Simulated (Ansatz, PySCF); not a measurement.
Reaction (SMILES): CC(N)=O → [CH2]C(N)=O + H atom (the C-H bond at the site shown breaks; other sites are not compared here)
Each molecule is optimised on its own at B3LYP-D3(BJ)/def2-TZVP (Ansatz, a quantum-chemistry and plane-wave program), one conformer each, not searched for the lowest.
Geometry of the first species:
```
C
O 1 1.2153
N 1 1.3630 2 122.17
H 3 1.0030 1 122.47 2 -179.98
H 3 1.0062 4 119.16 1 -179.92
C 1 1.5156 2 122.10 3 -179.97
H 6 1.0899 1 108.49 2 -57.78
H 6 1.0899 7 109.20 1 124.50
H 6 1.0900 7 107.54 8 118.34
```
Charge 0, spin multiplicity 1.

Property: bond dissociation energy (0 K, with B3LYP-D3(BJ) harmonic zero-point energies from PySCF), in kJ/mol. Cores are frozen in the correlated levels unless marked. Open shells are spin-unrestricted. No spin-orbit coupling. Non-relativistic. CBS(X,Y): correlation extrapolated as X^-3; Hartree-Fock from the larger set. The bracket is a focal-point correction in the basis named.

RI-MP2/CBS(cc-pVTZ,cc-pVQZ)+[CCSD(T)-MP2]/cc-pVTZ (Ansatz) gives 410.3 kJ/mol.

Another calculation gave 389.9 kJ/mol. Which level was it?
A. SVWN5/def2-TZVPD (Ansatz)
B. revPBE/def2-TZVPD (Ansatz)
C. HSE06/def2-TZVPD (Ansatz)
D. M06-2X/def2-TZVPD (PySCF)

C, HSE06/def2-TZVPD (Ansatz). The others give 379.0 (revPBE), 439.6 (SVWN5), 402.3 (M06-2X) kJ/mol.
